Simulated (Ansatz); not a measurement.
Calculated with Ansatz (gas phase, PBE0-D4/def2-TZVP geometries, no zero-point term in ΔE). CBS: MP2 limit from def2 TZ/QZ plus the TZ coupled-cluster correction, frozen cores. DFT in def2-TZVPP. B3LYP here is the variant with VWN-RPA as its local correlation; programs differ in this. Each species was taken in one conformer, which may not be the lowest.

Consider the redistribution: `C[Si](F)(F)[SiH3]` + `CN([SiH2]O)[SiH2]Cl` → `C[Si](O)(F)[SiH3]` + `CN([SiH2]F)[SiH2]Cl`.

`C[Si](F)(F)[SiH3]`:

Z-matrix (Å, degrees):
```
C
Si 1 1.847
H 1 1.093 2 110.8
H 1 1.093 2 110.2 3 119.9
H 1 1.092 2 110.8 3 -120.3
F 2 1.598 1 108.6 3 -177.3
F 2 1.598 1 108.6 3 -62.5
Si 2 2.345 1 116.4 3 60.1
H 8 1.488 2 109.6 1 59.6
H 8 1.488 2 109.6 1 -59.5
H 8 1.486 2 110.4 1 -180.0
```

`CN([SiH2]O)[SiH2]Cl`:

Z-matrix (Å, degrees):
```
C
N 1 1.463
H 1 1.092 2 110.5
H 1 1.094 2 111.2 3 -118.9
H 1 1.095 2 111.8 3 120.3
Si 2 1.734 1 117.6 3 179.4
Si 2 1.707 1 120.4 3 -11.5
O 6 1.640 2 109.2 1 155.2
H 6 1.481 2 112.8 1 -88.4
H 6 1.489 2 106.7 1 32.2
Cl 7 2.079 2 112.2 1 -94.2
H 7 1.480 2 108.7 1 22.8
H 7 1.476 2 111.5 1 148.0
H 8 0.960 6 117.9 2 -59.3
```

`C[Si](O)(F)[SiH3]`:

Cartesian coordinates in Å:
```
C 1.672 -0.382 0.248
Si -0.179 -0.435 0.391
O -0.703 0.135 1.837
F -0.595 -1.982 0.254
Si -1.336 0.791 -1.234
H 1.997 -0.779 -0.717
H 2.139 -0.985 1.032
H 2.040 0.643 0.338
H -0.294 -0.193 2.640
H -0.980 0.292 -2.590
H -0.955 2.228 -1.151
H -2.806 0.668 -1.046
```

`CN([SiH2]F)[SiH2]Cl`:

```xyz
13

C     1.288    0.606    0.532
N     0.028    0.041    0.034
Si   -1.403    0.288    0.937
F    -1.994    1.761    0.726
Si    0.082   -0.797   -1.463
Cl    1.152   -2.549   -1.283
H     1.179    0.925    1.571
H     1.600    1.474   -0.056
H     2.088   -0.139    0.502
H    -2.429   -0.669    0.474
H    -1.093    0.189    2.381
H     0.801   -0.001   -2.484
H    -1.298   -1.130   -1.871
```

```json
{"level": "PBE-D4", "ΔE (kJ/mol)": "-4.4", "difference from CCSD(T)/CBS": "2.8"}
{"level": "B3LYP-D4", "ΔE (kJ/mol)": "-4.8", "difference from CCSD(T)/CBS": "2.4"}
{"level": "ωB97X-V", "ΔE (kJ/mol)": "-6.0", "difference from CCSD(T)/CBS": "1.2"}
{"level": "ωB97M-V", "ΔE (kJ/mol)": "-5.5", "difference from CCSD(T)/CBS": "1.7"}
{"level": "B2PLYP", "ΔE (kJ/mol)": "-7.5", "difference from CCSD(T)/CBS": "-0.3"}
{"level": "PBE0", "ΔE (kJ/mol)": "-6.3", "difference from CCSD(T)/CBS": "0.9"}
{"level": "B3LYP", "ΔE (kJ/mol)": "-7.5", "difference from CCSD(T)/CBS": "-0.3"}
{"level": "HF/def2-TZVPP", "ΔE (kJ/mol)": "-8.1", "difference from CCSD(T)/CBS": "-0.9"}
{"level": "SCS-MP2/def2-TZVPP", "ΔE (kJ/mol)": "-7.7", "difference from CCSD(T)/CBS": "-0.5"}
{"level": "CCSD(T)/def2-TZVPP", "ΔE (kJ/mol)": "-7.2", "difference from CCSD(T)/CBS": "0.0"}
{"level": "CCSD(T)/CBS", "ΔE (kJ/mol)": "-7.2", "difference from CCSD(T)/CBS": "0"}
```

Largest T1 diagnostic among the species: 0.012.
